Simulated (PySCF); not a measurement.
Geometry:
| atom | x (Å) | y (Å) | z (Å) |
| --- | --- | --- | --- |
| C1 | -2.700 | -0.233 | -0.929 |
| N2 | -1.513 | 0.180 | -0.222 |
| C3 | -1.693 | 1.237 | 0.737 |
| C4 | -0.328 | -0.445 | -0.502 |
| O5 | -0.247 | -1.325 | -1.340 |
| C6 | 0.904 | 0.009 | 0.272 |
| C7 | 2.124 | -0.833 | -0.058 |
| B8 | 3.478 | -0.294 | 0.489 |
| F9 | 4.579 | -1.027 | 0.478 |
| F10 | 3.605 | 0.935 | 0.969 |
| H11 | -2.427 | -1.038 | -1.621 |
| H12 | -3.469 | -0.598 | -0.227 |
| H13 | -3.130 | 0.608 | -1.501 |
| H14 | -2.137 | 2.126 | 0.256 |
| H15 | -0.742 | 1.542 | 1.185 |
| H16 | -2.372 | 0.926 | 1.551 |
| H17 | 1.097 | 1.071 | 0.041 |
| H18 | 0.695 | -0.022 | 1.354 |
| H19 | 2.222 | -0.920 | -1.156 |
| H20 | 1.983 | -1.879 | 0.261 |

Geometry: PBE0-D3(BJ)/def2-SVP; GIAO shifts from PySCF 2.14.0 with density-fitted response routines, gas phase, non-relativistic, averaged over equivalent atoms.

At PBE0/pcSseg-1 (220 basis functions, 69 s wall time on 1 thread of an Arm Neoverse N1, shared host):
```tsv
atoms	δ (ppm)
C4	171.2
C3	35.5
C1	32.9
C6	27.9
C7	9.0
N2	118.3
O5	414.0
B8	30.6
F9/F10	-65.1
H11/H12/H13	2.97
H14/H15/H16	2.83
H17/H18	2.09
H19/H20	1.39
```

Scale: 13C (σ = 184.41 ppm), 1H (σ = 31.27 ppm) vs TMS; NH3 for 15N (σ = 265.67 ppm); 17O (σ = 334.56 ppm) vs H2O; 11B (σ = 100.73 ppm) vs BF3·OEt2; 19F (σ = 177.25 ppm) against CFCl3 (reference shieldings calculated alike).

Q: Predict the values at KT2/pcSseg-1 on the same geometry.

A: 
| atoms | δ at KT2/pcSseg-1 | change |
| --- | --- | --- |
| C4 | 159.2 | -12.0 |
| C3 | 36.3 | +0.8 |
| C1 | 33.2 | +0.3 |
| C6 | 27.5 | -0.4 |
| C7 | 9.2 | +0.2 |
| N2 | 119.3 | +1.0 |
| O5 | 384.9 | -29.1 |
| B8 | 27.3 | -3.3 |
| F9/F10 | -91.2 | -26.1 |
| H11/H12/H13 | 3.01 | +0.04 |
| H14/H15/H16 | 2.88 | +0.05 |
| H17/H18 | 2.15 | +0.06 |
| H19/H20 | 1.34 | -0.05 |

Shifts are taken against calculated references (same method and geometry level): 13C (σ = 183.22 ppm), 1H (σ = 31.18 ppm) against TMS; 15N (σ = 264.30 ppm) vs NH3; H2O for 17O (σ = 330.66 ppm); 11B (σ = 99.90 ppm) vs BF3·OEt2; CFCl3 for 19F (σ = 138.57 ppm).

The largest change is at O5 (amide-type carbonyl oxygen). Cost: 220 basis functions, 89 s wall time on 1 thread of an Arm Neoverse N1, shared host. The order of the carbon signals is the same at both levels.

A carbon bonded to boron is broadened by the quadrupolar boron nucleus and is often missing from a measured spectrum. The two substituents on the amide-type nitrogen aren't averaged: C–N rotation is slow on the NMR time scale. Unscaled 19F shifts against computed CFCl3 carry errors that often reach 10 to 50 ppm. Unscaled 17O shifts of doubly bonded oxygen tend to come out too high, by tens of ppm or more. Experimental scales use liquid or dissolved standards, which lie at an offset from isolated NH3 (liquid NH3: subtract about 20 ppm) and H2O (liquid H2O: subtract about 36 ppm).
